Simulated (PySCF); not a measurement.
**Dipole response of Al⁺ (aluminium, charge +1)**

[Ne] 3s2, closed-shell 1S. All numbers are calculated (PySCF 2.14, no relativity, point nucleus, in def2-QZVPPD (10s6p5d2f1g, 76 functions)). Coupled (time-dependent) response in atomic units; α is the mean over directions.

```
 method  mean α (bohr³)  C₆ (like pair)  S(−4)
    UHF           26.43           140.4  380.6
    PBE           24.32           123.5  326.7
   PBE0           24.84           127.5  339.6
  B3LYP           23.92           120.5  315.7
wB97X-V           25.32           131.2  353.2
```

S(−4) is the Cauchy moment in α(ω) = α(0) + S(−4) ω² + …

α(iu) at PBE:

```csv
u (hartree),α(iu) (bohr³)
0,24.32
0.0500,23.53
0.100,21.45
0.200,15.87
0.300,11.12
0.500,5.794
0.750,3.104
1.00,1.958
1.50,1.041
2.00,0.6841
3.00,0.3937
5.00,0.1989
```

A single London oscillator, α(iu) = α/(1 + u²/ω²), gives C₆ = (3/4) ω α². Matching the computed C₆ needs ω = 4 × 123.5 / (3 × 24.32²) = 0.278 hartree.

For an ion, C₆ is the dispersion term alone; charge-induced terms of lower order in 1/R come first.
